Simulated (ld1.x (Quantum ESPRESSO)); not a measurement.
# Ba: variants of one TM potential

Base potential:

```
Element                 : barium (Ba)
Generator               : ld1.x (Quantum ESPRESSO) 7.5
Type                    : norm-conserving Troullier–Martins (Kleinman–Bylander form)
Functional              : PW91
Relativity              : scalar-relativistic
Frozen core             : [Xe]
Valence charge          : 2
Reference configuration : 5d0 6s1.5 6p0.5
Partial waves           : 6s (bound): rc 4.20 bohr; 6p (bound): rc 3.85 bohr; 5d (bound, empty): rc 4.20 bohr; 4f channel at -0.05 Ry: rc 3.70 bohr
Local potential         : all-electron potential smoothed inside 2.85 bohr (lloc = -1)
Core correction         : Bessel-smoothed model core inside 3.20 bohr
```

All-electron outer shells of the reference configuration (PW91, scalar-relativistic, ld1.x):

| shell | level (eV) | outermost node (bohr) | outermost maximum (bohr) |
| --- | --- | --- | --- |
| 5s | -34.32 | 0.80 | 1.47 |
| 5p | -19.35 | 0.86 | 1.67 |
| 6s | -3.57 | 1.96 | 4.10 |
| 5d | -2.47 | 1.00 | 2.46 |
| 6p | -1.52 | 2.35 | 5.34 |

Cutoffs, loose and tight: the cutoffs (Ry, on a coarse ladder) from which the occupation-weighted sum of valence levels, in a spherical-Bessel basis at the reference potential, stays within 10 and 1 mRy of its value at 400 Ry. They do not see the model core or the augmentation charge, which bear on the density cutoff. Test errors are all-electron minus pseudo excitation energies from the reference, over the configurations 5d0 6s2 6p0; 5d0 6s1 6p0; 5d0 6s1.5 6p0; 5d0.5 6s1.5 6p0; 5d1 6s0 6p0; 5d0 6s0 6p1; 5d1 6s1 6p0. A dash means not determined; rows that change the core or the reference have their own tests. The largest error is taken over the tests solved by every variant that gives reliable tests at all: 5d0 6s1 6p0; 5d0 6s1.5 6p0; 5d0 6s2 6p0; 5d1 6s0 6p0.

A true bound ghost makes a file unfit for plane-wave use even where its test errors are small: the radial tests pick states by their node count and pass the ghost by. Where a test does run into it, the solver fails or the error is huge.

| change | outcome | cutoff, loose | cutoff, tight | bound ghosts | largest test error (meV) |
| --- | --- | --- | --- | --- | --- |
| base | generated | 6 Ry | 8 Ry | s, p | -62 |
| all radii but the core radius scaled by about 0.77 (s 3.24, p 2.98, d 3.24, f 2.86 bohr); local potential all-electron potential smoothed inside 2.20 bohr (lloc = -1) | generated | 30 Ry | 40 Ry | p, s | -44 |
| all radii but the core radius scaled by about 0.91 (s 3.82, p 3.50, d 3.82, f 3.36 bohr); local potential all-electron potential smoothed inside 2.60 bohr (lloc = -1) | generated | 8 Ry | 12 Ry | s, p | -60 |
| all radii but the core radius scaled by about 1.04 (s 4.38, p 4.00, d 4.38, f 3.86 bohr); local potential all-electron potential smoothed inside 2.96 bohr (lloc = -1) | generated | 6 Ry | 6 Ry | s, p | -54 |
| all radii but the core radius scaled by about 1.10 (s 4.62, p 4.24, d 4.62, f 4.08 bohr); local potential all-electron potential smoothed inside 3.14 bohr (lloc = -1) | generated | 6 Ry | 6 Ry | s, p | -45 |
| all radii but the core radius scaled by about 1.23 (s 5.18, p 4.76, d 5.18, f 4.56 bohr); local potential all-electron potential smoothed inside 3.52 bohr (lloc = -1) | generated | 6 Ry | 6 Ry | s | -8.3 |
| all radii but the core radius scaled by about 1.38 (s 5.78, p 5.30, d 5.78, f 5.08 bohr); local potential all-electron potential smoothed inside 3.92 bohr (lloc = -1) | generated | 6 Ry | 6 Ry | s | +19 |

**Question.** What comes out with this change to the base: all radii but the core radius scaled by about 1.18 (s 4.98, p 4.56, d 4.98, f 4.38 bohr); local potential all-electron potential smoothed inside 3.38 bohr (lloc = -1)?

**Answer.** outcome: generated; cutoff, loose: 6 Ry; cutoff, tight: 6 Ry; bound ghosts: s; largest test error (meV): -24.

**Question.** What comes out with this change to the base: all radii but the core radius scaled by about 1.33 (s 5.60, p 5.12, d 5.60, f 4.92 bohr); local potential all-electron potential smoothed inside 3.80 bohr (lloc = -1)?

**Answer.** outcome: generated; cutoff, loose: 6 Ry; cutoff, tight: 6 Ry; bound ghosts: s; largest test error (meV): +38.

**Question.** What comes out with this change to the base: all radii but the core radius scaled by about 0.81 (s 3.40, p 3.10, d 3.40, f 2.98 bohr); local potential all-electron potential smoothed inside 2.30 bohr (lloc = -1)?

**Answer.** outcome: generated; cutoff, loose: 25 Ry; cutoff, tight: 35 Ry; bound ghosts: s, p; largest test error (meV): -50.

Reading the sweep of the scale of all radii but the core radius (base = 1) (base included, trends over the rows without a ghost): Bound ghosts are found at 0.77, 0.81, 0.91, 1, 1.04, 1.1, 1.18, 1.23, 1.33, 1.38. Every judged row has one, so this setting neither creates nor removes them.
